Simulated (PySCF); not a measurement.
MO for M along group 4

PBE with triple-zeta basis sets in PySCF, for the lowest determinant that a PBE0 search found; no spin–orbit coupling. De refers to high-spin ground-configuration atoms. A positive dipole means M(−)O(+).

```json
{"M": "Ti", "basis": "def2-TZVPP", "state (unpaired electrons)": "triplet (σ ↑, δ ↑)", "Re (Å)": "1.615", "ωe (cm⁻¹)": "1019", "De (eV)": "n/a", "μ (D)": "-3.27"}
{"M": "Zr", "basis": "def2-TZVPP", "state (unpaired electrons)": "triplet (σ ↑, δ ↑)", "Re (Å)": "1.737", "ωe (cm⁻¹)": "939", "De (eV)": "n/a", "μ (D)": "-3.80"}
{"M": "Hf", "basis": "def2-TZVPPD", "state (unpaired electrons)": "singlet (closed shell)", "Re (Å)": "1.736", "ωe (cm⁻¹)": "956", "De (eV)": "n/a", "μ (D)": "-3.25"}
```

The shortest bond is that of TiO (1.615 Å), the longest that of ZrO (1.737 Å).

The rows differ in basis set, which adds steps of its own.

The state changes along the series, so neighbouring rows are not always alike in their bonding.

De is left out where the level can put another filling of the metal’s s and d shells below the measured ground configuration, by anything from nothing to about 1 eV. Spin–orbit coupling is left out, which matters for elements this heavy, above all for dissociation energies.
